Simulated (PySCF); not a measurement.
C4H6Si, SMILES C1=C[SiH2]C=C1. The structure is a stationary point at r2SCAN-D4/def2-SVP.

Computed with r2SCAN-D4/def2-SVP (PySCF).

Harmonic wavenumbers (cm⁻¹): 239, 376, 495, 540, 624, 677, 696, 725, 755, 758, 879, 928, 963, 995, 995, 1090, 1101, 1289, 1353, 1547, 1618, 2211, 2214, 3143, 3157, 3213, 3214. Rotational constants (GHz): 6.666, 4.898, 2.920; symmetry number 2.

Question: Work out the zero-point energy and the ideal-gas rigid-rotor harmonic-oscillator thermochemistry at 298.15 K and 1 atm.

Answer: ZPE = ½ Σ hcν = ½ × 35795 cm⁻¹ = 214.10 kJ/mol. H − E(el) = 229.88 kJ/mol. Entropy in J/(mol K): translation 163.73, rotation 101.45, vibration 28.04, total 293.22. G − E(el) = 142.46 kJ/mol. Cp = 90.99 J/(mol K).
